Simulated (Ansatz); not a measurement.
Cost and result for the atomization energy of CH4GaNO (`N=[CH][GaH][OH]`) (8 atoms, 7 bonds).

The species carries charge 0 and has multiplicity 1. Correlated methods include outer-core shells of Ga, which these sets cover unevenly. Scalar relativity is left out up to krypton. All single points use the PBE0-D4/def2-TZVP geometry. It is one conformer, not always the lowest. Program: Ansatz. All runs use 2 threads of an Arm Neoverse V1 on a shared host. Times are those of one run each, without the atoms' runs, and a repeat can differ threefold. Electronic energies, without spin–orbit coupling; frozen cores. CCSD(T)/CBS adds CCSD(T) − MP2 in def2-TZVPP to the MP2 limit, and its time is that of the two runs behind it. T1 = 0.015; the RHF reference is unstable towards UHF. With those shells the extrapolation isn't a true limit. B3LYP takes the VWN-RPA correlation (the form of Gaussian; ORCA's B3LYP/G). HSE06 is the plane-wave form, built on full-range PBE exchange.

CCSD(T)/CBS is a level of theory with its own doubt, some kJ/mol a heavy atom from the limit and from the frozen cores, so smaller differences don't rank the functionals.

```
                            level  functions  wall time  atomization (kJ/mol)  difference from CCSD(T)/CBS  per bond
           LDA (SPW92)/def2-TZVPP        197      1.4 s                3193.1                        445.6      63.7
             revPBE-D4/def2-TZVPP        197      2.5 s                2727.8                        -19.7      -2.8
               BLYP-D4/def2-TZVPP        197      2.5 s                2753.5                          6.0       0.9
              BHLYP-D4/def2-TZVPP        197      3.5 s                2605.8                       -141.7     -20.2
              HSE06-D4/def2-TZVPP        197      3.9 s                2725.4                        -22.1      -3.2
B3LYP-D4/def2-TZVPP (with forces)        197      5.5 s                2729.2                        -18.3      -2.6
                B2PLYP/def2-TZVPP        197      6.5 s                2709.3                        -38.2      -5.5
                 CCSD(T)/def2-SVP         94      6.5 s                2555.3                       -192.2     -27.5
                B97M-V/def2-TZVPP        197       12 s                2734.7                        -12.8      -1.8
 ωB97M-V/def2-TZVPP (with forces)        197       13 s                2738.4                         -9.1      -1.3
                   MP2/def2-QZVPP        380       27 s                2776.8                         29.3       4.2
               CCSD(T)/def2-TZVPP        197      110 s                2670.2                        -77.3     -11.1
                CCSD(T)/CBS(def2)          –    2.3 min                2747.5                          0.0       0.0
```

From PBE to PBE0 (25 % exact exchange), in def2-TZVPP and without D4, the atomization energy moves by −87.4 kJ/mol: exact exchange takes away binding that semilocal exchange gives to molecules. The D4 term adds +22.5 kJ/mol with B3LYP and +11.7 kJ/mol with PBE0; it sums over pairs of atoms, weighted by their polarisabilities, and B3LYP, whose exchange is more repulsive, gets the larger term. In def2-TZVPP, CCSD(T) changes the Hartree–Fock value by +866.7 kJ/mol (the triples alone add +57.1 kJ/mol) and MP2 by +927.1 kJ/mol; breaking electron pairs costs correlation energy, which Hartree–Fock lacks.
